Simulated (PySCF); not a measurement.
Molfile (atoms numbered from 1):
```
C3H9AlO
     RDKit          3D

 14 13  0  0  0  0  0  0  0  0999 V2000
   -2.6851    0.2686   -0.0792 C   0  0  0  0  0  0  0  0  0  0  0  0
   -1.3408   -0.1293   -0.6893 C   0  0  0  0  0  0  0  0  0  0  0  0
    0.2340    0.1510    0.4351 Al  0  0  0  0  0  3  0  0  0  0  0  0
    1.7452   -0.2958   -0.2100 O   0  0  0  0  0  0  0  0  0  0  0  0
    3.0787   -0.2795    0.1695 C   0  0  0  0  0  0  0  0  0  0  0  0
   -3.5272    0.0802   -0.7654 H   0  0  0  0  0  0  0  0  0  0  0  0
   -2.8967   -0.2857    0.8495 H   0  0  0  0  0  0  0  0  0  0  0  0
   -2.7186    1.3393    0.1809 H   0  0  0  0  0  0  0  0  0  0  0  0
   -1.3477   -1.1960   -0.9817 H   0  0  0  0  0  0  0  0  0  0  0  0
   -1.1698    0.4118   -1.6385 H   0  0  0  0  0  0  0  0  0  0  0  0
    0.2023    0.7609    1.9074 H   0  0  0  0  0  0  0  0  0  0  0  0
    3.4974   -1.3023    0.1785 H   0  0  0  0  0  0  0  0  0  0  0  0
    3.6830    0.3112   -0.5423 H   0  0  0  0  0  0  0  0  0  0  0  0
    3.2383    0.1504    1.1778 H   0  0  0  0  0  0  0  0  0  0  0  0
  1  2  1  0
  2  3  1  0
  3  4  1  0
  4  5  1  0
  1  6  1  0
  1  7  1  0
  1  8  1  0
  2  9  1  0
  2 10  1  0
  3 11  1  0
  5 12  1  0
  5 13  1  0
  5 14  1  0
M  END
```

Geometry: PBE0-D3(BJ)/def2-SVP; GIAO shifts from PySCF 2.14, gas phase, non-relativistic, averaged over equivalent atoms.

At LC-wPBE/pcSseg-1 (137 basis functions, 18 s wall time on 1 thread of an Arm Neoverse V1, shared host):
```csv
atoms,δ (ppm)
C5,53.2
C1,7.6
C2,-2.0
Al3,125.4
O4,51.6
H11,4.53
H12/H13/H14,3.83
H6/H7/H8,0.98
H9/H10,-0.01
```

Scale: 13C (σ = 188.56 ppm) and 1H (σ = 31.33 ppm) vs TMS; 27Al (σ = 489.55 ppm) vs AlH4-; 17O (σ = 338.72 ppm) against H2O (reference shieldings calculated alike).

Q: What do these become at KT3/pcSseg-1?

A: 
```tsv
atoms	δ at KT3/pcSseg-1	change
C5	55.3	+2.1
C1	11.1	+3.5
C2	2.9	+4.9
Al3	114.8	-10.6
O4	86.5	+34.9
H11	4.61	+0.08
H12/H13/H14	4.06	+0.23
H6/H7/H8	1.09	+0.11
H9/H10	0.19	+0.20
```

Referencing at the same level of theory: 13C (σ = 182.31 ppm), 1H (σ = 31.32 ppm) vs TMS; 27Al (σ = 502.40 ppm) vs AlH4-; 17O (σ = 329.03 ppm) against H2O.

The largest change is at O4 (oxygen bonded to C, Al). Cost: 137 basis functions, 16 s wall time on 1 thread of an Arm Neoverse V1, shared host. The order of the carbon signals is the same at both levels.

Experimental scales use liquid or dissolved standards, which lie at an offset from isolated H2O (liquid H2O: subtract about 36 ppm).
